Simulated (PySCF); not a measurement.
Q: What does the GFN2-xTB structure of `FC(F)(F)C(F)(F)[C@@H]1CO1` look like in three dimensions?

A: 
Z-matrix in Å and degrees, rows numbered from 1:
```
F 
C   1  1.3274
F   2  1.3299  1  107.93
F   2  1.3356  1  107.97  3   115.99
C   2  1.5543  1  111.39  3  -122.93
F   5  1.3500  2  108.34  1    55.50
F   5  1.3553  2  108.00  1   170.22
C   5  1.5222  2  111.95  1   -69.40
C   8  1.4657  5  121.16  2   129.52
O   8  1.3850  5  117.27  2    61.34
H   8  1.0877  5  111.88  2   -78.08
H   9  1.0833  8  118.57 10  -104.08
H   9  1.0831  8  119.29 10   103.79
```

The C–F distances run from 1.327 Å (F1–C2, drawn single) to 1.355 Å (C5–F7, drawn single), a spread of 0.028 Å. Of the pairs four or more bonds apart, F6···H13 is among the closest relative to their van der Waals radii: 2.47 Å, 92 % of the sum of Bondi's values. The C–C distances run from 1.466 Å (C8–C9, drawn single) to 1.554 Å (C2–C5, drawn single), a spread of 0.088 Å. The 3-membered ring C8–C9–O10 has internal angles of 57.8° to 63.5°.

Computed geometry: GFN2-xTB, gas phase.

Point group: C1 (no symmetry element, even within 0.4 Å). Whether it is a minimum is left open (no frequencies). One conformer, not necessarily the lowest (C2–C5–C8–C9 130°).
